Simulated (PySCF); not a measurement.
PySCF input for C₄H₇NSi, SMILES C/C(C#N)=C/[SiH3], KT2/pcSseg-1. Geometry optimised at B3LYP-D3(BJ)/def2-SVP. The geometry has at least one imaginary mode, so it is a saddle point at that level. The structure was generated by enumeration; whether it is a known compound was not checked.

```python
import numpy as np
from pyscf import gto, scf, dft
from pyscf.prop.nmr import rks as nmr

mol = gto.M(
    atom='''
    C     2.13863794   -0.89285806    0.77181000
    C     0.82266566   -0.30837194    0.32288717
    C     0.42886095    0.91764910    0.97256747
    N     0.11583810    1.90458172    1.49873636
    C     0.01647619   -0.84546661   -0.61954195
    Si   -1.63196996   -0.12979599   -1.19400822
    H     2.12063553   -1.11164011    1.85202288
    H     2.96119750   -0.17902460    0.60176060
    H     2.35624072   -1.82111387    0.22580489
    H     0.36712423   -1.77822083   -1.07898429
    H    -2.17731222   -1.02738259   -2.25081489
    H    -2.59271780   -0.06040825   -0.05736702
    H    -1.43829951    1.23714737   -1.75379781
    ''',
    basis='pcSseg-1',
    charge=0,
    spin=0,
    max_memory=1600,
    verbose=3,
)
mf = dft.RKS(mol, xc='kt2')
mf.grids.level = 3
mf.conv_tol = 1e-10
mf.max_cycle = 100
mf.kernel()
n = nmr.NMR(mf)
n.verbose = 2
n.max_cycle_cphf = 60
sigma = n.kernel()
print('atom   isotropic/ppm   span/ppm')
for i, s in enumerate(sigma):
    w = np.linalg.eigvalsh((s + s.T) / 2)
    print(f'{mol.atom_symbol(i):2s}{i + 1:3d} {w.mean():14.3f} {w[2] - w[0]:11.3f}')
```

Program output:

```
converged SCF energy = -507.010905799183
atom   isotropic/ppm   span/ppm
C   1        154.057      48.269
C   2         52.472     199.450
C   3         69.854     325.231
N   4        -39.736     391.159
C   5         48.887     217.159
Si  6        442.979      52.756
H   7         28.912       8.497
H   8         28.912       8.495
H   9         29.363       8.039
H  10         24.909       5.716
H  11         27.209       7.846
H  12         26.842       7.704
H  13         26.837       7.672
```

Self-consistency was reached.

Cost: about 30 core-seconds (a rough figure).
